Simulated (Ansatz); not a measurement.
Stepwise reaction of `N[SiH2]S[SiH2]N` with hydrogen fluoride, as a gas-phase model of exchange steps in deposition or etching. ΔE in kJ/mol.

Program: Ansatz. Geometries: PBE0-D4/def2-TZVP. ΔE: electronic, gas phase. CCSD(T)/CBS adds triple-zeta CCSD(T) − MP2 to the extrapolated MP2 energy (def2 sets, frozen cores). This one scheme is used for every species. DFT in def2-TZVPP. B3LYP here is the variant with VWN-RPA as its local correlation; programs differ in this. One conformer a species, not always the lowest.

```tsv
step	reaction	PBE-D4	B3LYP-D4	ωB97M-V	CCSD(T)/CBS
1	`N[SiH2]S[SiH2]N` + H–F → `N[SiH2]S[SiH](N)F` + H₂	-128.0	-137.5	-137.7	-132.1
```

Give the row of step 2, `N[SiH2]S[SiH](N)F` + H–F → `N[Si@@H](F)S[Si@@H](N)F` + H₂. (Best estimate.)

Ansatz gave: 
```
step                                                    reaction  PBE-D4  B3LYP-D4  ωB97M-V  CCSD(T)/CBS
   2  `N[SiH2]S[SiH](N)F` + H–F → `N[Si@@H](F)S[Si@@H](N)F` + H₂  -124.0    -134.2   -135.4       -131.6
```

By hand: ΔE of the 2 steps together at CCSD(T)/CBS.

(-132.1) + (-131.6) = -263.7 kJ/mol, or -131.8 kJ/mol a step.

In ΔE the steps differ by no more than 0.5 kJ/mol. All are downhill at CCSD(T)/CBS. PBE-D4 differs from CCSD(T)/CBS by 4.1 to 7.6 kJ/mol a step. Isolated molecules leave out the surface, adducts and barriers. Largest T1 diagnostic: 0.011.
